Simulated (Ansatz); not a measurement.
**Nudged elastic band run: C2H10AlNSi2**

input.yaml

```yaml
crystal:
  periodic: [false, false, false]
  atoms:
    - { symbol: C, position_ang: [0.193506, -2.350159, -1.006514] }
    - { symbol: C, position_ang: [0.462591, -1.096414, -0.600347] }
    - { symbol: Al, position_ang: [1.032017, -0.482001, 1.191657] }
    - { symbol: Si, position_ang: [0.089018, 0.3914, -1.642546] }
    - { symbol: Si, position_ang: [-0.749959, 1.784566, 0.045543] }
    - { symbol: "N", position_ang: [-0.62148, 0.670779, 1.497092] }
    - { symbol: H, position_ang: [-0.229429, -2.599277, -1.996542] }
    - { symbol: H, position_ang: [0.388719, -3.222165, -0.358084] }
    - { symbol: H, position_ang: [1.04839, -1.53956, 2.410228] }
    - { symbol: H, position_ang: [2.112045, 0.724698, 1.117293] }
    - { symbol: H, position_ang: [-0.933479, 0.210619, -2.7381] }
    - { symbol: H, position_ang: [1.302151, 1.058934, -2.229745] }
    - { symbol: H, position_ang: [-2.19199, 2.209256, -0.0493] }
    - { symbol: H, position_ang: [0.060862, 2.98055, 0.442825] }
    - { symbol: H, position_ang: [-0.545683, 1.188647, 2.385341] }
    - { symbol: H, position_ang: [-1.440179, 0.047427, 1.575599] }
basis:
  gaussian: { orbitals: "6-31G*" }
hamiltonian:
  xc: lda
neb:
  order_check: false
  images: 7
  f_tol: 0.5
  max_iterations: 60
  initial_path: idpp
  final_atoms:
    - { symbol: C, position_ang: [0.20379123, -2.35107231, -1.0082732] }
    - { symbol: C, position_ang: [0.46210232, -1.0947767, -0.60232523] }
    - { symbol: Al, position_ang: [1.02604628, -0.48715794, 1.1941791] }
    - { symbol: Si, position_ang: [0.08161878, 0.39164467, -1.64404472] }
    - { symbol: Si, position_ang: [-0.74694341, 1.78969518, 0.04480335] }
    - { symbol: "N", position_ang: [-0.6228015, 0.67478703, 1.49569652] }
    - { symbol: H, position_ang: [-0.21437794, -2.60378238, -1.99950747] }
    - { symbol: H, position_ang: [0.40347143, -3.22094059, -0.35844256] }
    - { symbol: H, position_ang: [2.11682458, 0.71035342, 1.13582479] }
    - { symbol: H, position_ang: [1.02567591, -1.55244436, 2.40681908] }
    - { symbol: H, position_ang: [-0.94642632, 0.21022584, -2.73419461] }
    - { symbol: H, position_ang: [1.29077412, 1.06044928, -2.23771035] }
    - { symbol: H, position_ang: [-2.18579758, 2.22552489, -0.04760678] }
    - { symbol: H, position_ang: [0.07317958, 2.97949251, 0.44205289] }
    - { symbol: H, position_ang: [-0.54703835, 1.1916799, 2.38435867] }
    - { symbol: H, position_ang: [-1.44299912, 0.05362158, 1.57277051] }
```

Launched with:

```bash
$ ansatz run input.yaml --threads 2 --pin off --max-ram 3072MiB --backend cpu --events-out ev --progress --plain --runs-dir out
```

Output, in part (warnings, iteration lines, the closing report on the highest movable image, with atoms numbered from 0):

```
NEB end point (image 0): max|allowed force component| = 1.156e-2 eV/Å (the criterion of neb.relax_end_points is 1.000e-1)
NEB end point (image 8): max|allowed force component| = 5.787e-3 eV/Å (the criterion of neb.relax_end_points is 1.000e-1)
NEB iter   1: max|band force component| = 1.073e0 eV/Å  barrier→ = 2.1275 eV  barrier← = 2.1276 eV  Δτ_max = 0.2000 Å  (268 SCF iters)
NEB iter   2: max|band force component| = 1.137e0 eV/Å  barrier→ = 1.8853 eV  barrier← = 1.8854 eV  Δτ_max = 0.0999 Å  (201 SCF iters)
NEB iter   3: max|band force component| = 7.258e-1 eV/Å  barrier→ = 1.7972 eV  barrier← = 1.7973 eV  Δτ_max = 0.1019 Å  (206 SCF iters)
NEB iter   4: max|band force component| = 4.698e-1 eV/Å  barrier→ = 1.7136 eV  barrier← = 1.7137 eV  CI = image 4  Δτ_max = 0.0000 Å  (421 SCF iters)
Total energy: -25950.73731845 eV, -953.6720064116 hartree
Atom 0 at    -0.247596    -2.416088    -0.500517 Å, force     0.023234     0.246419     0.337432 eV/Å
Atom 1 at     0.223037    -1.164417    -0.321721 Å, force    -0.092388     0.247656    -0.157153 eV/Å
Atom 2 at     1.146739    -0.421367     1.326817 Å, force     0.150255    -0.436993    -0.260205 eV/Å
Atom 3 at     0.033473     0.086355    -1.693124 Å, force     0.119207     0.116790     0.153191 eV/Å
Atom 4 at    -0.607702     1.921763    -0.363418 Å, force     0.216263    -0.215811     0.464351 eV/Å
Atom 5 at    -0.538950     1.024044     1.227265 Å, force    -0.258949     0.166101    -0.404810 eV/Å
Atom 6 at    -0.712140    -2.766277    -1.438455 Å, force    -0.039420    -0.055911     0.049822 eV/Å
Atom 7 at    -0.207578    -3.151028     0.323915 Å, force     0.067899    -0.154743    -0.167544 eV/Å
Atom 8 at     2.432099    -1.458796     1.309306 Å, force    -0.051420     0.106166     0.041221 eV/Å
Atom 9 at     1.470241     0.501557     2.632172 Å, force    -0.053659    -0.006669     0.117298 eV/Å
Atom 10 at    -0.950551    -0.201008    -2.796114 Å, force    -0.035513    -0.069004     0.012397 eV/Å
Atom 11 at     1.353024     0.435251    -2.337970 Å, force    -0.050076     0.024586     0.007653 eV/Å
Atom 12 at    -1.954972     2.562472    -0.532528 Å, force    -0.051410     0.020532    -0.086107 eV/Å
Atom 13 at     0.400611     3.015535    -0.146617 Å, force     0.003144     0.004205    -0.133535 eV/Å
Atom 14 at    -0.486150     1.594845     2.086875 Å, force    -0.079159    -0.029876    -0.155986 eV/Å
Atom 15 at    -1.376485     0.414458     1.268515 Å, force     0.131993     0.036553     0.181975 eV/Å
Dipole moment:    -0.819021     0.378013    -0.036919 e Å
```

It converged. The threshold of 0.5 eV/Å is loose, so the images may lie well off the minimum-energy path. The order of the stationary point at the top wasn't checked.

Final band (atoms are numbered from 1 in the order of the input):

```csv
image,path coordinate (Å),energy (eV),dihedral Si4–C2–Al3–H10 (°)
0,0.00,0.00,-46
1,0.84,0.10,-37
2,1.67,0.55,-25
3,2.50,1.28,1
4,3.33,1.71,60
5,4.14,1.27,117
6,4.94,0.60,142
7,5.73,0.16,155
8,6.53,0.00,163
```

Run time: 98 s on 2 threads of Arm Neoverse V1, with other jobs on the host, peak memory 0.18 GiB.
